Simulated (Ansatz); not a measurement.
`Cl[SiH](Br)Br` → Br₂ + `[SiH]Cl`  (silylene formation by 1,1-elimination)

Calculated with Ansatz (gas phase, PBE0-D4/def2-TZVP geometries, no zero-point term in ΔE). CCSD(T)/CBS adds triple-zeta CCSD(T) − MP2 to the extrapolated MP2 energy (def2 sets, frozen cores). This one scheme is used for every species. DFT in def2-TZVPP. For Br outer-core shells are correlated without core-valence functions, which leaves a few kJ/mol of doubt a bond. Scalar relativity is left out up to krypton.

```
    level  ΔE (kJ/mol)
  r2SCANh        490.7
CAM-B3LYP        451.7
```

Task: What does CCSD(T)/CBS give? (An estimate is asked.)

Result: The calculation gave: +475.5 kJ/mol. The listed levels differ from it by 15.2, -23.8 kJ/mol.

Task: What do rigid-rotor, harmonic-oscillator terms from PBE0-D4/def2-TZVP frequencies (298.15 K, 1 bar) make of the CCSD(T)/CBS value? (Best estimate.)

Result: Ansatz gave: ΔZPE = -12.3 kJ/mol, ΔH = +466.1 kJ/mol, ΔS = 149 J/(mol·K), ΔG = +421.6 kJ/mol.

Largest T1 diagnostic among the species: 0.013.

From r2SCAN to r2SCAN0 (25 % exact exchange), in def2-TZVPP and without D4, ΔE moves by +9.0 kJ/mol. At CCSD(T), def2-SVP lies −25.1 kJ/mol from the extrapolated value and def2-TZVPP −10.9 kJ/mol.

CCSD(T)/CBS has its own doubt, a few kJ/mol and more with outer-core shells, so smaller differences from it don't rank the levels.
